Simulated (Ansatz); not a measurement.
Start from `C/C([SiH3])=C\F` and change one atom or group to get `C/C([SiH3])=C\N`.

Ansatz, PBE0-D4/def2-TZVP geometries, multiplicity 1. Each molecule was computed in one conformer, which needn't be the lowest.

```
                                        property  `C/C([SiH3])=C\F`
         HOMO–LUMO gap (ωB97M-V/def2-TZVPP) / eV              11.81
               HOMO energy (PBE/def2-TZVPP) / eV              -6.27
           HOMO–LUMO gap (B3LYP/def2-TZVPP) / eV               7.03
size of the dipole moment (B3LYP/def2-TZVPP) / D               0.62
           HOMO energy (ωB97M-V/def2-TZVPP) / eV              -9.67
              HOMO energy (PBE0/def2-TZVPP) / eV              -7.46
```

(1) What does the change do to each property? (Best estimate.)

## Answers

(1) Ansatz gave: 
| property | `C/C([SiH3])=C\N` | shift |
| --- | --- | --- |
| HOMO–LUMO gap (ωB97M-V/def2-TZVPP) / eV | 10.31 | -1.50 |
| HOMO energy (PBE/def2-TZVPP) / eV | -4.92 | 1.35 |
| HOMO–LUMO gap (B3LYP/def2-TZVPP) / eV | 6.15 | -0.88 |
| size of the dipole moment (B3LYP/def2-TZVPP) / D | 2.87 | 2.25 |
| HOMO energy (ωB97M-V/def2-TZVPP) / eV | -8.15 | 1.52 |
| HOMO energy (PBE0/def2-TZVPP) / eV | -6.00 | 1.46 |

With PBE0 the HOMO rises by 1.46 eV and the LUMO rises by 0.59 eV, so the gap narrows by about 0.87 eV. PBE moves the HOMO by 1.35 eV and ωB97M-V by 1.52 eV. Dipoles are sizes alone; their direction can turn.

B3LYP here is the variant with VWN-RPA as its local correlation; programs differ in this.
